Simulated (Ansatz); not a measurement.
Stepwise reaction of `[OH][Sn][OH]` with hydrogen fluoride, as a gas-phase model of exchange steps in deposition or etching. ΔE in kJ/mol; ΔG adds harmonic PBE0-D4 terms to CCSD(T)/CBS, at 1 bar.

Computed with Ansatz on PBE0-D4/def2-TZVP structures; ΔE is electronic, products minus reactants. CBS: MP2 limit from def2 TZ/QZ plus the TZ coupled-cluster correction, frozen cores. This one scheme is used for every species. Functionals use def2-TZVPP. B3LYP here is the variant with VWN-RPA as its local correlation; programs differ in this. Elements past krypton have def2 core potentials. For Sn outer-core shells are correlated without core-valence functions, which leaves a few kJ/mol of doubt a bond. One conformer a species, not always the lowest.

| step | reaction | PBE-D4 | B3LYP-D4 | ωB97M-V | CCSD(T)/CBS | ΔG(500 K) |
| --- | --- | --- | --- | --- | --- | --- |
| 1 | `[OH][Sn][OH]` + H–F → `[OH][Sn][F]` + H₂O | -35.0 | -36.7 | -35.5 | -31.7 | -35.3 |
| 2 | `[OH][Sn][F]` + H–F → `[F][Sn][F]` + H₂O | -44.7 | -47.1 | -46.9 | -41.4 | -41.3 |

Problem. By hand: ΔE of the 2 steps together at CCSD(T)/CBS.

Solution. (-31.7) + (-41.4) = -73.1 kJ/mol, or -36.5 kJ/mol a step.

In ΔE each step is lower than the one before. All are downhill at CCSD(T)/CBS. ΔG lies between -41.3 and -35.3 kJ/mol a step. PBE-D4 differs from CCSD(T)/CBS by -3.3 to -3.3 kJ/mol a step. Isolated molecules leave out the surface, adducts and barriers. Largest T1 diagnostic: 0.018.
